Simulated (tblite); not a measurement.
Compound: C5H13Si2 (doublet state).
Structure used (GFN2-xTB), in Å, numbered top down from 1:
```
atom  x, y, z in Å
C1    -2.0707   -1.7420   -0.2356
C2    -1.7364   -0.4670   -0.3059
C3    -1.1669    0.3262    0.8360
C4     0.1802    0.8631    0.4705
Si5    0.3337    2.2878   -0.7031
C6     1.3637    0.1244    0.9236
Si7    1.8429   -1.3092   -0.2782
H8    -1.9772   -2.3045    0.6796
H9    -2.4601   -2.2789   -1.0844
H10   -1.8372    0.0819   -1.2328
H11   -1.1105   -0.3056    1.7270
H12   -1.8474    1.1605    1.0408
H13   -0.8938    3.0858   -0.6231
H14    0.5250    1.8928   -2.1116
H15    1.4962    3.0965   -0.3173
H16    1.2066   -0.3208    1.9098
H17    2.2300    0.7858    0.9804
H18    2.0255   -0.7504   -1.6158
H19    3.0974   -1.8909    0.2081
H20    0.7937   -2.3247   -0.2709
```

Method: GFN2-xTB as coded in tblite; computed harmonic values from a numerical Hessian at the method's own geometry, unscaled. The method is semi-empirical: single wavenumbers can be off by several per cent or more. Modes of hydrogen on silicon can be 10 to 20 % off. One conformer, not necessarily the lowest. Open shells enter through the occupations alone, without spin polarisation, and single modes of such species can be off by tens of per cent.

Harmonic wavenumbers (cm⁻¹): 38.4, 53.6, 72.4, 83.6, 117.3, 143.5, 183.6, 276.2, 348.0, 376.8, 418.0, 508.0, 513.0, 534.4, 560.9, 609.6, 677.8, 700.5, 761.5, 768.2, 774.0, 787.0, 809.9, 816.4, 823.6, 883.5, 917.0, 934.7, 1018.5, 1062.4, 1082.6, 1154.6, 1168.3, 1245.0, 1255.3, 1276.2, 1303.2, 1414.6, 1454.8, 1468.6, 1705.3, 2139.1, 2214.6, 2229.3, 2245.8, 2289.2, 2300.9, 2913.6, 2929.9, 2951.1, 2959.4, 3058.4, 3091.8, 3116.4.

A = 1588, B = 1457, C = 914.3 MHz; mass 129.056 u (most abundant isotopes); point group C1, symmetry number 1; spin multiplicity 2.

Question: Zero-point energy?

Answer: ½Σν̃ = 32770 cm⁻¹ = 392.02 kJ/mol.

Question: Entropy at 298.15 K, 1 bar (ideal gas, RRHO, classical rotation)?

Answer: Translation 169.47, rotation 123.05, vibration 153.27, spin (R ln 2) 5.76: S = 451.5 J/(mol K).

Question: And Cp and H(298.15 K) − H(0)?

Answer: Cp = 183.18 J/(mol K), of which vibrations give 149.92 (their classical limit is 54 R = 449.0); H(298.15 K) − H(0) = 32.90 kJ/mol without the zero-point energy, 22.99 from vibrations.

Question: What must be added to the electronic energy to get the Gibbs energy at 298.15 K and 1 bar?

Answer: ZPE + [H(298.15 K) − H(0)] − T·S = 392.02 + 32.90 − 134.63 = 290.29 kJ/mol.

Question: How do the functions run with temperature in this model?

Answer: 
```csv
T (K),S (J/(mol K)),Cp (J/(mol K)),H − H(0) (kJ/mol),G − H(0) (kJ/mol),ln q(vib)
50,260.9,66.0,2.38,-10.67,0.93
100,314.1,88.6,6.28,-25.13,2.72
373.15,496.4,217.2,47.94,-137.29,11.48
500,566.8,264.4,78.62,-204.80,15.32
750,687.3,329.5,153.46,-362.03,22.49
1000,788.3,372.0,241.50,-546.84,29.05
```

q(vib) and H(0) count from the zero-point level.

Question: Which modes carry the vibrational entropy at 298.15 K?

Answer: 38.4 cm⁻¹: 22.34; 53.6 cm⁻¹: 19.58; 72.4 cm⁻¹: 17.10; 83.6 cm⁻¹: 15.92; 117.3 cm⁻¹: 13.16; 143.5 cm⁻¹: 11.53 J/(mol K); the other 48 give 53.63 together.

Hindered rotation and anharmonicity are outside this model. Other conformers, if any are populated, would add a mixing term that is left out. The structure is chiral; the term R ln 2 for an equal mix with its mirror image is left out.

Time: 2.5 s. Hardware: an Intel Xeon at 2.50 GHz with one thread, no GPU (shared host). The figure is for the frequency step alone.
